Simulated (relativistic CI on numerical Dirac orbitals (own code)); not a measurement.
## Line list: Forbidden lines, Sm XX

These numbers are calculated, not measured: Dirac-Coulomb-Breit CI, KLI orbitals optimised for each configuration, model QED, unscaled Slater integrals (own radial code, finite nucleus).

CI space (outside the closed core [Ar] 3d10): 4s2.4p6.4d7, 4s2.4p5.4d8, 4s2.4p6.4d6.4f, 4s.4p6.4d8, 4s2.4p5.4d7.4f, 4s2.4p6.4d6.5s, 4s.4p6.4d7.4f, 4s2.4p6.4d6.5p, 4s2.4p6.4d5.4f.5s, 4s2.4p6.4d6.5d, 4s2.4p6.4d5.5s.5p, 4s2.4p5.4d7.5s, 4s2.4p6.4d6.5f, 4s2.4p6.4d6.6s, 4s2.4p6.4d6.6p, 4s.4p6.4d7.5s, 4s2.4p6.4d6.7s, 4p6.4d8.4f, 4p6.4d9, 4p5.4d10, 4p5.4d9.4f, 4s2.4p6.4d5.5s2, 4s2.4p6.4d4.4f.5s2, 4s2.4p5.4d5.4f.5s2, 4s.4p6.4d5.4f.5s2, 4p6.4d8.5s, 4p5.4d9.5s, 4p5.4d8.4f.5s, 4p6.4d7.5s2, 4p5.4d8.5s2, 4p6.4d6.4f.5s2, 4p5.4d7.4f.5s2. Double excitations out of closed p, d and f shells are left out; levels of such configurations are missing from the list, as are those of other unlisted configurations, and high levels can miss mixing partners.

| λ vac (nm) | Lower | Upper | Type | A (s⁻¹) | gf | Branching (%) |
| --- | --- | --- | --- | --- | --- | --- |
| 9.0583 | 4s2.4p6.4d7 2H_11/2 [9] | 4s2.4p6.4d6.4f 4I°_15/2 [137] | M2 | 4.30e+02 | 8.46e-09 | 51.7 |
| 9.1932 | 4s2.4p6.4d7 2H_11/2 [9] | 4s2.4p6.4d6.4f 2K°_15/2 [113] | M2 | 1.52e+03 | 3.09e-08 | 64.0 |
| 9.2663 | 4s2.4p6.4d7 2H_11/2 [9] | 4s2.4p6.4d6.4f 4L°_15/2 [100] | M2 | 3.91e+03 | 8.04e-08 | 85.9 |
| 9.2839 | 4s2.4p6.4d7 4F_9/2 [1] | 4s2.4p6.4d6.4f 6G°_13/2 [41] | M2 | 7.34e+03 | 1.33e-07 | 79.5 |
| 9.3740 | 4s2.4p6.4d7 2H_11/2 [9] | 4s2.4p6.4d6.4f 4I°_15/2 [86] | M2 | 5.71e+03 | 1.20e-07 | 97.7 |
| 74.285 | 4s2.4p6.4d7 4F_3/2 [5] | 4s2.4p6.4d7 2D_5/2 [19] | M1 | 3.88e+02 | 1.92e-07 | 5.6 |
| 76.134 | 4s2.4p6.4d7 4P_5/2 [7] | 4s2.4p6.4d7 2D_5/2 [19] | M1 | 2.41e+03 | 1.25e-06 | 34.9 |
| 79.380 | 4s2.4p6.4d7 4P_5/2 [7] | 4s2.4p6.4d7 2D_3/2 [18] | M1 | 7.82e+02 | 2.95e-07 | 7.7 |
| 97.184 | 4s2.4p6.4d7 4F_5/2 [3] | 4s2.4p6.4d7 2D_3/2 [17] | M1 | 1.13e+03 | 6.39e-07 | 48.4 |
| 101.69 | 4s2.4p6.4d7 4F_7/2 [4] | 4s2.4p6.4d7 2F_7/2 [16] | M1 | 7.23e+02 | 8.97e-07 | 26.7 |
| 115.18 | 4s2.4p6.4d7 4F_9/2 [1] | 4s2.4p6.4d7 2G_7/2 [10] | M1 | 2.36e+02 | 3.75e-07 | 32.5 |
| 116.46 | 4s2.4p6.4d7 2F_5/2 [13] | 4s2.4p6.4d7 2D_5/2 [19] | M1 | 1.83e+03 | 2.24e-06 | 26.6 |
| 119.96 | 4s2.4p6.4d7 4P_3/2 [11] | 4s2.4p6.4d7 2D_3/2 [18] | M1 | 2.97e+03 | 2.56e-06 | 29.1 |
| 120.62 | 4s2.4p6.4d7 2D_5/2 [12] | 4s2.4p6.4d7 2D_3/2 [18] | M1 | 5.14e+03 | 4.48e-06 | 50.3 |
| 131.94 | 4s2.4p6.4d7 2G_9/2 [6] | 4s2.4p6.4d7 2F_7/2 [16] | M1 | 1.11e+03 | 2.33e-06 | 41.1 |
| 140.57 | 4s2.4p6.4d7 4F_5/2 [3] | 4s2.4p6.4d7 2F_5/2 [13] | M1 | 4.33e+02 | 7.69e-07 | 46.5 |
| 146.79 | 4s2.4p6.4d7 4F_7/2 [4] | 4s2.4p6.4d7 2D_5/2 [12] | M1 | 4.67e+03 | 9.04e-06 | 83.7 |
| 161.73 | 4s2.4p6.4d7 4F_9/2 [1] | 4s2.4p6.4d7 2G_9/2 [6] | M1 | 1.68e+03 | 6.59e-06 | 98.1 |
| 169.69 | 4s2.4p6.4d7 2G_9/2 [6] | 4s2.4p6.4d7 2H_9/2 [14] | M1 | 1.61e+03 | 6.94e-06 | 61.7 |
| 181.98 | 4s2.4p6.4d6.4f 6H°_15/2 [58] | 4s2.4p6.4d6.4f 2K°_15/2 [113] | M1 | 7.36e+02 | 5.85e-06 | 31.0 |
| 196.84 | 4s2.4p6.4d7 2G_7/2 [10] | 4s2.4p6.4d7 2F_7/2 [16] | M1 | 4.63e+02 | 2.15e-06 | 17.1 |
| 208.00 | 4s2.4p6.4d7 4P_1/2 [8] | 4s2.4p6.4d7 2P_1/2 [15] | M1 | 2.16e+03 | 2.80e-06 | 78.7 |
| 215.81 | 4s2.4p6.4d7 4F_3/2 [5] | 4s2.4p6.4d7 2D_5/2 [12] | M1 | 4.24e+02 | 1.78e-06 | 7.6 |
| 217.92 | 4s2.4p6.4d7 4F_3/2 [5] | 4s2.4p6.4d7 4P_3/2 [11] | M1 | 1.65e+03 | 4.70e-06 | 45.3 |
| 234.64 | 4s2.4p6.4d7 4P_5/2 [7] | 4s2.4p6.4d7 4P_3/2 [11] | M1 | 1.68e+03 | 5.55e-06 | 46.0 |
| 235.37 | 4s2.4p6.4d7 2P_3/2 [2] | 4s2.4p6.4d7 4P_1/2 [8] | M1 | 1.30e+03 | 2.16e-06 | 98.2 |
| 237.15 | 4s2.4p6.4d7 2H_11/2 [9] | 4s2.4p6.4d7 2H_9/2 [14] | M1 | 7.27e+02 | 6.13e-06 | 27.9 |
| 254.55 | 4s2.4p6.4d7 4F_9/2 [1] | 4s2.4p6.4d7 4F_7/2 [4] | M1 | 1.74e+03 | 1.36e-05 | 100.0 |
| 299.90 | 4s2.4p6.4d7 2P_3/2 [2] | 4s2.4p6.4d7 4P_5/2 [7] | M1 | 2.96e+02 | 2.40e-06 | 42.1 |
| 332.50 | 4s2.4p6.4d7 2P_3/2 [2] | 4s2.4p6.4d7 4F_3/2 [5] | M1 | 4.72e+02 | 3.13e-06 | 56.2 |

Terms are leading LS components. Brackets give the number of a level in order of energy, since labels repeat. The list gives strong lines, with weight on those to low levels, among the lowest 400 of 11031 levels, so that lines to higher ones, which can be the strongest, are missing. Levels whose partners in the same complex of configurations lie outside the list can be far off, and so can their lines. Rates are taken at the computed energies, electric ones in the length gauge.

At this charge energies of transitions that change n are usually good to better than 1 %, and those within a shell (Δn = 0) to a few per cent. Terms inside the open d or f shell come out 10 to 20 % too wide with unscaled integrals.

LS names give the leading component of a level, which can be under half, so a name can repeat, a term be missing and a line seem to break the LS rules.
